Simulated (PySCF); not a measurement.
Ionising MgGe

ROHF-CCSD(T); PySCF, no relativity, basis sets Mg def2-SVPD, Ge def2-SVPD. Neutral (ROHF): triplet (π ↑↑), Re = 2.635 Å, ωe = 246 cm⁻¹, De = 0.83 eV.

MgGe⁺ (UHF): doublet (π ↑), Re = 2.821 Å, ωe = 213 cm⁻¹, De = 1.66 eV to Mg⁺ + Ge. The energies at the minima are -2274.84633 hartree for MgGe and -2274.60223 for MgGe⁺.

Question: Work out the adiabatic ionisation energy, without and with harmonic zero-point energies (1 hartree = 27.2114 eV, 1 eV = 8065.5 cm⁻¹), and the change of the bond length.

Answer: At CCSD(T): 0.24410 hartree = 6.642 eV between the minima; the zero-point term (213.0 − 246.0)/2 cm⁻¹ = -0.002 eV makes it 6.640 eV. Re changes by +18.6 pm against the neutral. The electron leaves a π orbital, and the longer bond of the ion fits a bonding orbital, or a change in how ionic the bond is.

Correlated steps freeze 10 core orbitals. UHF and ROHF references stand side by side, which adds small steps between rows. Correlated levels converge slowly with the basis: in double zeta they bind strong bonds too weakly, by up to about 1 eV, and carry superposition errors of some tenths. Spin–orbit coupling is left out. For an ion De counts to the pair picked by the measured ionisation energies or electron affinities, which need not be the lowest pair at this level. States were picked by a PBE0 search and need not be the measured ground states.

Neutral and ion stand on different kinds of reference determinant, which adds to the error of the difference.
